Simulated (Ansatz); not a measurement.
C3H9O2, charge +1, singlet, geometry from GFN2-xTB; BCCD/STO-3G in Ansatz (a quantum-chemistry and plane-wave program).

Ansatz was given this input:
Ansatz 0.2 input:
```yaml
crystal:
  periodic: [false, false, false]
  atoms:
    - {symbol: C, position_ang: [0.88096515, -1.31356372, 1.08437026]}
    - {symbol: C, position_ang: [0.47817047, -0.43311598, -0.07346320]}
    - {symbol: O, position_ang: [0.89052902, 0.96818331, 0.20113453]}
    - {symbol: C, position_ang: [-1.04045088, -0.30418804, -0.27166610]}
    - {symbol: O, position_ang: [-1.20882763, 0.94281853, -0.93845773]}
    - {symbol: H, position_ang: [0.47239610, -0.93190040, 2.01595391]}
    - {symbol: H, position_ang: [1.96219745, -1.37075831, 1.17191929]}
    - {symbol: H, position_ang: [0.50036070, -2.31791870, 0.92489965]}
    - {symbol: H, position_ang: [0.95009135, -0.75251594, -1.00657077]}
    - {symbol: H, position_ang: [1.75497521, 1.18686486, -0.19095668]}
    - {symbol: H, position_ang: [0.10483744, 1.45168314, -0.27859208]}
    - {symbol: H, position_ang: [-1.55023179, -0.29765239, 0.69751965]}
    - {symbol: H, position_ang: [-1.41975037, -1.13193438, -0.87449156]}
    - {symbol: H, position_ang: [-2.14059578, 1.18132399, -0.99654137]}
basis:
  gaussian:
    orbitals: STO-3G
total_charge: 1
magnetization: {spin_polarized: false}
correlation: {method: bccd}
```

What the program printed (banner, timings and long lists left out):

```
Functional definition: HF
490 factors; integrals over basis functions are off by at most 4.5e-5 eV
mean field evaluation 1: about -7207.7483 eV, gradient 2.3e1 eV
mean field evaluation 2: about -7208.0875 eV, gradient 2.3e1 eV
mean field evaluation 4: about -7209.9178 eV, gradient 1.4e0 eV
mean field evaluation 8: about -7209.9270 eV, gradient 2.9e-2 eV
mean field evaluation 16: about -7209.5849 eV, gradient 2.4e-1 eV
mean field -7209.92702572 eV, -264.9599311312 hartree, gradient 1.0e-6 eV, S^2 0.000000; 0 other end points of the search recorded, 0 dependent functions left out
5 core orbitals not correlated
reference -7209.92702572 eV, -264.9599311312 hartree; 16, 16 occupied and 13, 13 virtual orbitals, 490 factors
second order -6.50293472 eV of doubles, -0.00000000 eV of singles
cycle   1  -7.77828411 eV  change    -1.3e0 eV  update   8.2e-2
cycle   2  -8.30790918 eV  change   -5.3e-1 eV  update   2.8e-2
cycle   3  -8.37188153 eV  change   -6.4e-2 eV  update   7.5e-3
cycle   4  -8.37831058 eV  change   -6.4e-3 eV  update   2.3e-3
cycle   5  -8.37809186 eV  change    2.2e-4 eV  update   5.9e-4
cycle   6  -8.37783396 eV  change    2.6e-4 eV  update   1.8e-4
cycle   7  -8.37772604 eV  change    1.1e-4 eV  update   6.6e-5
cycle   8  -8.37770927 eV  change    1.7e-5 eV  update   2.4e-5
Total energy: -7218.30473499 eV, -265.2678062682 hartree
```
